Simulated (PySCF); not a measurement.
Cl2Si (SMILES Cl[Si]Cl), singlet, geometry from GFN2-xTB; DF-BLYP/def2-SVP in PySCF.

Input for PySCF:
```python
from pyscf import gto, scf, dft

mol = gto.M(
    atom='''
Si    0.00085030    0.00527408    0.92381323
Cl    1.01602194    1.21319412   -0.38826774
Cl   -1.01672219   -1.21753748   -0.37251962
''',
    basis='def2-svp',
    verbose=4,
)

mf = dft.RKS(mol)
mf.xc = 'blyp'
mf = mf.density_fit(auxbasis='def2-universal-jkfit')
mf.kernel()
```

It wrote (shortened):

```
PySCF version 2.14.0

[INPUT] verbose = 4
[INPUT] num. atoms = 3
[INPUT] num. electrons = 48
[INPUT] charge = 0
[INPUT] spin (= nelec alpha-beta = 2S) = 0
[INPUT] symmetry False subgroup None
[INPUT] Mole.unit = angstrom
[INPUT] Symbol           X                Y                Z      unit          X                Y                Z       unit  Magmom
[INPUT]  1 Si     0.000850300000   0.005274080000   0.923813230000 AA    0.001606834124   0.009966566759   1.745753994950 Bohr   0.0
[INPUT]  2 Cl     1.016021940000   1.213194120000  -0.388267740000 AA    1.920003203149   2.292604622733  -0.733719691604 Bohr   0.0
[INPUT]  3 Cl    -1.016722190000  -1.217537480000  -0.372519620000 AA   -1.921326483868  -2.300812383593  -0.703960057827 Bohr   0.0

nuclear repulsion = 171.008537667658
number of shells = 24
number of NR pGTOs = 108
number of NR cGTOs = 54
basis = def2-svp
ecp = {}

******** <class 'pyscf.df.df_jk.DFRKS'> ********
method = DFRKS
initial guess = minao
damping factor = 0
level_shift factor = 0
DIIS = <class 'pyscf.scf.diis.CDIIS'>
diis_start_cycle = 1
diis_space = 8
diis_damp = 0
SCF conv_tol = 1e-09
SCF conv_tol_grad = None
SCF max_cycles = 50
direct_scf = False
XC library pyscf.dft.libxc version 7.1.2
    S. Lehtola, C. Steigemann, M. J. T. Oliveira, and M. A. L. Marques,  SoftwareX 7, 1–5 (2018)
XC functionals = blyp
    A. D. Becke,  Phys. Rev. A 38, 3098 (1988)
    C. Lee, W. Yang, and R. G. Parr,  Phys. Rev. B 37, 785 (1988)
    B. Miehlich, A. Savin, H. Stoll, and H. Preuss,  Chem. Phys. Lett. 157, 200 (1989)
radial grids:
    Treutler-Ahlrichs [JCP 102, 346 (1995); DOI:10.1063/1.469408] (M4) radial grids

becke partition: Becke, JCP 88, 2547 (1988); DOI:10.1063/1.454033
pruning grids: <function nwchem_prune>
grids dens level: 3
symmetrized grids: False
atomic radii adjust function: <function treutler_atomic_radii_adjust>
small_rho_cutoff = 0
Set gradient conv threshold to 3.16228e-05
Initial guess from minao.
tot grids = 56944
init E= -1209.71739624078
  HOMO = -0.240139897756016  LUMO = -0.110498054196951  gap/eV = 3.52773
cycle= 1 E= -1209.51968551121  delta_E= 0.198  |g|= 0.375  |ddm|= 1.85
  HOMO = -0.219390300689208  LUMO = -0.133621279956625  gap/eV = 2.33389
cycle= 2 E= -1209.36297674995  delta_E= 0.157  |g|= 0.792  |ddm|= 1.38
  HOMO = -0.219239109671557  LUMO = -0.109493161340291  gap/eV = 2.98634
cycle= 3 E= -1209.56403872483  delta_E= -0.201  |g|= 0.0482  |ddm|= 0.971
  HOMO = -0.229005622263954  LUMO = -0.117675194045781  gap/eV = 3.02946
cycle= 4 E= -1209.56477321758  delta_E= -0.000734  |g|= 0.0178  |ddm|= 0.0972
  HOMO = -0.22766604646293  LUMO = -0.116212940444678  gap/eV = 3.03279
cycle= 5 E= -1209.56486632873  delta_E= -9.31e-05  |g|= 0.00331  |ddm|= 0.0215
  HOMO = -0.227366621426003  LUMO = -0.116072968152767  gap/eV = 3.02845
cycle= 6 E= -1209.56487126771  delta_E= -4.94e-06  |g|= 0.000534  |ddm|= 0.00719
  HOMO = -0.227349658015166  LUMO = -0.11603801045014  gap/eV = 3.02894
cycle= 7 E= -1209.56487135844  delta_E= -9.07e-08  |g|= 9.39e-05  |ddm|= 0.000585
  HOMO = -0.227354558981766  LUMO = -0.116037141223577  gap/eV = 3.02910
cycle= 8 E= -1209.56487136117  delta_E= -2.72e-09  |g|= 3.83e-06  |ddm|= 0.000125
  HOMO = -0.227354425237023  LUMO = -0.116037040854025  gap/eV = 3.02910
cycle= 9 E= -1209.56487136117  delta_E= -2.05e-12  |g|= 3.52e-07  |ddm|= 5.69e-06
  HOMO = -0.227354429130131  LUMO = -0.116037060313169  gap/eV = 3.02910
Extra cycle  E= -1209.56487136116  delta_E= 5.68e-12  |g|= 6.61e-07  |ddm|= 1.49e-06
converged SCF energy = -1209.56487136116
```
